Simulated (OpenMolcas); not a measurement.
## O²⁺: the spin-orbit constant, Slater's ratio, worked from levels

```yaml
Program: OpenMolcas 26.06
Basis: ANO-RCC-VTZP [4s3p2d1f]
Scalar_Hamiltonian: DKH2, point nucleus
Active_space: 4 electrons in 9 orbitals (RAS2 2s 2p; RAS3 3d, at most 2 electrons)
State_averaging: 2S+1 = 3 even, 6 roots; 2S+1 = 1 even, 11 roots; 2S+1 = 5 odd, 1 root; 2S+1 = 3 odd, 9 roots; 2S+1 = 1 odd, 8 roots
Spin-orbit_coupling: state interaction with AMFI integrals over the reference wave functions, term energies averaged over their components
```

Methods: RASSCF; MS-RASPT2, IPEA 0.25 Eh, imaginary shift 0.1 Eh (closed shells correlated: 1s).

**The spin-orbit constant.** For the Hund term ³P of p2, E(J) = (A/2) J(J+1) + constant and ζ = 2S·A = 2A. From J = 0 to J = 2 the energy changes by 3 A.

| Source | E(2) - E(0) | A | ζ |
| --- | --- | --- | --- |
| RASSCF | 311.0 | 103.7 | 207 |
| MS-RASPT2 | 311.6 | 103.9 | 208 |

All in cm-1. Both methods take the spin-orbit matrix elements from the reference wave functions, so the second can move ζ only through the term energies and any multistate remixing. Second-order mixing with other terms is absorbed into this ζ.

**Slater's ratio.** With one set of orbitals, p2 has ¹D - ³P = 6 F2 and ¹S - ¹D = 9 F2 (F2 = F²/25), a ratio of 3/2. Term energies are centres of gravity, weighted by 2J + 1.

```json
{"Source": "RASSCF", "¹D - ³P": "22006", "¹S - ³P": "46238", "F2 from the first": "3668", "Ratio": "1.101"}
{"Source": "MS-RASPT2", "¹D - ³P": "20767", "¹S - ³P": "44136", "F2 from the first": "3461", "Ratio": "1.125"}
```

Energies in cm-1. A ratio away from 3/2 shows effects beyond one configuration with one set of orbitals, and in heavier atoms second-order spin-orbit shifts.

CASPT2 breaks the degeneracy within a term, and the mean is taken; among the terms shown or strongly mixed into the levels shown the widest spread is 15 cm-1 (2s² 2p² ¹D, MS-RASPT2). Active for correlation alone: 3d; no level in the range computed is led by a configuration that fills it, so any true level of that kind is missing. Only configurations of the active space appear.
